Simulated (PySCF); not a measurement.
# Spin states of ZnSb

Unrestricted PBE0; Zn def2-SVPD, Sb def2-SVPD with ECP28; scalar-relativistic core potentials (PySCF 2.14). Outer shells of the fragments: Zn 3d10 4s2; Sb 4d10 5s2 5p3.

Followed along the bond (rough minima from three points):

| 2Ms+1 | unpaired | ⟨S²⟩ at the start | R at minimum (Å) | Te (eV) |
| --- | --- | --- | --- | --- |
| 4 | σ ↑, π ↑↑ | 3.76 | 2.78 | 0.00 |
| 2 | σ ↓, π ↑↑ | 1.76 | 2.69 | 0.29 |
| 2 | π ↑ | 0.76 | 2.47 | 0.44 |
| 2 | σ ↑, π ↑↓ | 1.76 | 2.72 | 0.47 |
| 2 | σ ↑ | 0.76 | 2.70 | 1.39 |

Solutions found at the starting distance of 2.555 Å, counted from the lowest of them; the search is not exhaustive and high or unbound solutions are not listed, so other states can lie among these:

| 2Ms+1 | unpaired | term | E (eV) | ⟨S²⟩ | ⟨Lz²⟩ | μ (D) |
| --- | --- | --- | --- | --- | --- | --- |
| 4 | σ ↑, π ↑↑ | ⁴Σ⁻ | 0.00 | 3.76 | 0.00 | -0.17 |
| 2 | σ ↓, π ↑↑ | mixed | 0.24 | 1.76 | 0.00 | -0.37 |
| 2 | π ↑ | ²Π | 0.37 | 0.76 | 1.01 | -3.33 |
| 2 | σ ↑, π ↑↓ | mixed | 0.44 | 1.76 | 2.01 | -0.26 |
| 2 | σ ↑ | mixed | 1.34 | 0.76 | 2.00 | -0.12 |
| 4 | σ ↑↑, π ↑ | ⁴Π | 2.48 | 3.76 | 1.02 | -1.81 |
| 4 | π ↑↑↑ | ⁴Π | 2.78 | 3.76 | 1.00 | 0.55 |
| 2 | π ↑ | ²Π | 3.00 | 0.75 | 1.00 | 4.28 |

A term symbol is given only where ⟨S²⟩ and ⟨Lz²⟩ are close to those of a pure state; real π, δ and φ orbitals otherwise mix terms. A positive dipole means Zn(−)Sb(+).

Compare the gap between the two lowest followed solutions at the starting distance with the gap between their minima.

At PBE0 the second solution (Ms = 0.5 of mixed spin, unpaired electrons σ ↓, π ↑↑) lies +0.24 eV from the first (quartet, unpaired electrons σ ↑, π ↑↑) at 2.555 Å and +0.29 eV at the minima; the two curves relax by different amounts, since their minima lie near 2.69 and 2.78 Å.

Spin–orbit coupling is left out. Counting both spins, an empty level lies below a filled one in some of these solutions, because spin and occupation are held.
